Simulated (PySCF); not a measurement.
**Correlation energy of Cl (chlorine, neutral)**

[Ne] 3s1 3p6, 2S determinant (an excited configuration). Calculation: PySCF 2.14, in aug-cc-pV(T+d)Z; the non-relativistic Hamiltonian (point nucleus). Frozen: [Ne]; 7 electrons correlated.

```tsv
level	correlation energy (mhartree)
CCSD	-327.56
(T)	-41.74
CCSD(T)	-369.30
```

Diagnostics: T1 = 0.023, D1 = 0.0478, largest double amplitude 0.214.

A double-excitation amplitude exceeds 0.15, a sign of near-degeneracy.

Cost of the coupled-cluster step: roughly 5 core-seconds, for 7 correlated electrons.
